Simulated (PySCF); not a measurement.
**Static response to an electric field**

Compound: Sn(vinyl)3(NCO), C₇H₉NOSn.
Structure used (PBE0-D3(BJ)/def2-SVP), in Å, numbered top down from 1:
```xyz
19
C7H9NOSn angstrom
Sn     0.256    0.414    0.163
C     -0.135    0.335    2.258
C     -0.902   -0.615    2.798
H      0.302    1.105    2.905
H     -1.365   -1.406    2.197
H     -1.106   -0.648    3.875
C      2.291    0.100   -0.384
C      2.665   -0.983   -1.069
H      3.041    0.848   -0.102
H      1.946   -1.752   -1.373
H      3.709   -1.149   -1.359
C     -0.696    2.036   -0.836
C     -1.628    1.825   -1.769
H     -0.414    3.063   -0.574
H     -1.939    0.815   -2.059
H     -2.126    2.655   -2.286
N     -0.685   -1.224   -0.606
C     -1.327   -2.223   -0.757
O     -1.950   -3.202   -0.936
```

Level: B3LYP/def2-SVPD (PySCF), static field, nuclei fixed, core orbitals frozen in the response. The polarisability tensor in these axes (au):

```
x   132.13   4.70  -0.89
y     4.70 135.14  -0.40
z    -0.89  -0.40 129.17
```

Q: Diagonalise the tensor; give its mean and Δα, where Δα² is half the sum of the squared differences of the eigenvalues.

A: Principal values 128.38, 129.42 and 138.65 au; mean 132.15 au = 19.58 Å³ = 21.79 × 10⁻⁴⁰ C²·m²/J; Δα = 9.80 au (7 % of the mean).

Q: What is the dipole moment, and where does it point?

A: (2.12, 3.57, 1.32) D, 4.35 D in size, pointing from the negative to the positive side. Measured along this direction, the outermost atoms are O19 at the negative end and H9 and H14 at the positive end.

Q: Directions of the eigenvectors, and the extent of the frame along each?

A: Largest value along (0.59, 0.80, -0.09), where the nuclei span 6.12 Å; middle along (-0.41, 0.39, 0.83), 6.47 Å; least along (0.70, -0.45, 0.56), 6.30 Å. The strongest response doesn't lie along the longest of the three spans.

Q: Find the Langevin capture rate constant for H3+ (3.023 u) meeting this molecule (242.971 u), k = 2.342 × 10⁻⁹ cm³/s × √(α in Å³ / reduced mass in u).

A: The reduced mass is 2.99 u, so k = 6.00 × 10⁻⁹ cm³/s. The formula leaves out the permanent dipole, which adds to the capture rate.

Q: How large is μ²/3kT at 350 K beside α?

A: In Gaussian units μ²/3kT = 130.76 Å³ against 19.58 Å³, a ratio of 6.68; the Debye molar polarisation (4π/3)N_A(α + μ²/3kT) is 379.2 cm³/mol, leaving out the vibrational part.

Q: Refractivity n − 1 of an ideal gas of it at 400 K and 1 atm, from the electronic α?

A: N = p/kT = 1.8347 × 10¹⁹ cm⁻³, so n − 1 = 2π × N × 19.58 × 10⁻²⁴ cm³ = 2257 × 10⁻⁶ at long wavelengths, for an ideal gas.

Q: Sum over states: ᾱ = Σ f/ω², ω in Eh. What share falls to these 10 lowest TDDFT singlets (eV, f)? 5.56, 0.0001; 5.84, 0.0493; 5.85, 0.0517; 6.00, 0.0139; 6.13, 0.0004; 6.14, 0.0018; 6.17, 0.0002; 6.33, 0.0536; 6.35, 0.0764; 6.36, 0.0259.

A: They add up to 5.39 au, 4.1 % of the 132.15 au; the largest single term is 1.40 au, from the state at 6.35 eV. Terms in order: 0.00, 1.07, 1.12, 0.29, 0.01, 0.04, 0.00, 0.99, 1.40, 0.47 au. Higher excitations give the rest. The strengths listed sum to 0.273.

One conformer (not necessarily the lowest) at the PBE0-D3(BJ)/def2-SVP geometry, without solvent, vibrations or thermal averaging. Atoms past krypton carry effective core potentials; spin–orbit coupling is left out.

These values come from a run that also computed excited states. Hardware: one thread of an AMD EPYC, no GPU (shared host). Cost: 4.8 min wall, 3.8 min CPU (with the writing of density and orbital grids), 1.4 GiB resident at most.
